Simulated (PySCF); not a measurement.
Compound: C8H13PS.
SMILES with atom numbers: `[CH3:1][C:2]([CH3:3])([CH3:4])[PH:5][c:6]1[cH:7][cH:8][s:9][cH:10]1`

Probes without a nucleus sit at each ring's centroid and 1 Å off its mean plane on both sides; NICS is minus the shielding there, NICSzz its component along the normal. Level: GIAO PBE0/pcSseg-1 (PySCF, non-relativistic, gas phase) on the GFN2-xTB geometry, one conformer.

Ring bond lengths (Å), with Mayer bond orders in brackets: C6–C7 1.423 (1.24), C7–C8 1.353 (1.60), C8–S9 1.722 (1.17), S9–C10 1.719 (1.18), C10–C6 1.362 (1.55).

**Question.** Give the NICS values of each ring in ppm.

**Answer.** 
```csv
ring,type,NICS(0),"NICS(1), two faces","NICS(1)zz, two faces",rms pucker (Å),"centre to ring atoms, mean (Å)"
C6–C7–C8–S9–C10,5-membered ring with S; formal bonds all aromatic,-12.2,-11.4 / -11.1,-28.0 / -26.3,0.00,1.28
```

**Question.** What do they say, and how far can they be read as aromaticity?

**Answer.** 
- C6–C7–C8–S9–C10: mean NICS(1)zz -27.1 ppm, shielded. For a flat ring without four-coordinate atoms the NICS criterion counts such a value as aromatic.

**Question.** How equal are the bonds by HOMA? Use HOMA with the parameters of Krygowski (1993).

**Answer.** 
- C6–C7–C8–S9–C10: HOMA 0.77; the largest term is that of C6–C7, α(R − Ropt)² = 0.31. The geometric and the magnetic index point the same way.

**Question.** At the second NICS(1) probe listed for ring C6–C7–C8–S9–C10, 1 Å off the ring, what do the in-plane components average?

**Answer.** The isotropic value is a third of the trace: (3 × -11.1 − (-26.3))/2 = -3.5 ppm.

**Question.** List the ring angles and the Hirshfeld charges of the ring atoms.

**Answer.** 
- C6–C7–C8–S9–C10: C6 111.8° (-0.071 e), C7 112.8° (-0.072 e), C8 112.2° (-0.083 e), S9 90.9° (+0.104 e), C10 112.4° (-0.081 e); sum 540.0° against 540° for a flat convex ring.

**Question.** What are the shieldings of the ring atoms and their hydrogens in the same run (means over atoms taken as equivalent)?

**Answer.** 
```tsv
atoms	environment	σ isotropic (ppm)	principal values of the symmetric part, first atom (ppm)
C6	substituted aromatic carbon	47.6	-27.3, 16.1, 154.1
C7	aromatic CH carbon	49.9	-36.7, 43.1, 143.4
C8	aromatic CH next to a ring sulfur	51.7	-35.8, 49.7, 141.3
S9	thiophene-type sulfur	257.4	114.1, 273.9, 384.3
C10	aromatic CH next to a ring sulfur	48.4	-38.2, 54.4, 129.1
H on C7	aromatic hydrogen	24.48	20.7, 24.5, 28.3
H on C8	aromatic hydrogen	24.45	21.3, 24.9, 27.1
H on C10	aromatic hydrogen	24.48	20.9, 24.9, 27.6
```

Conformer computed: `[CH3:1][C:2]([CH3:3])([CH3:4])[PH:5][c:6]1[cH:7][cH:8][s:9][cH:10]1`: C1–C2–P5–C6 -70°, C2–P5–C6–C7 89°.
